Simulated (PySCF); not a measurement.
1,1-dibromoethene, C2H2Br2.
InChI=1S/C2H2Br2/c1-2(3)4/h1H2

Level of theory: MP2 and CCSD/aug-cc-pVDZ in PySCF, restricted Hartree–Fock reference, 20 core orbitals frozen, non-relativistic, gas phase, PBE0-D3(BJ)/def2-SVP geometry.

E(HF) = -5221.64474 Eh.

Problem. How large is the problem?

Solution. 136 basis functions and 84 electrons; 20 orbitals frozen, which leaves o = 22 correlated occupied and v = 94 virtual orbitals. That is o·v = 2068 singles and o·v(o·v + 1)/2 = 2139346 distinct closed-shell doubles amplitudes before symmetry; the costliest CCSD step grows as o²v⁴ = 3.8 × 10^10.

Problem. What are the MP2 and CCSD correlation energies?

Solution. MP2 -0.5629 Eh and CCSD -0.5927 Eh, which gives totals of -5222.20763 and -5222.23747 Eh. That is 0.367 eV for each correlated electron at CCSD (1556 kJ/mol in all, 0.011 % of the total energy); MP2 gives 95.0 % of the CCSD value.

Problem. What is the T1 diagnostic?

Solution. 0.0087, below the customary warning level of 0.02. It is the norm of the spatial-orbital singles amplitudes over the root of the number of correlated electrons, so the norm is 0.058.

Problem. How does correlation change the dipole moment?

Solution. HF gives 1.61 D and CCSD (unrelaxed density) 1.27 D, a change of -0.34 D.

No triples correction and no basis-set extrapolation were made.

The job also held the EOM ionisation roots. Hardware: one thread of an Arm Neoverse V2 (shared host). Cost: 3.6 min.
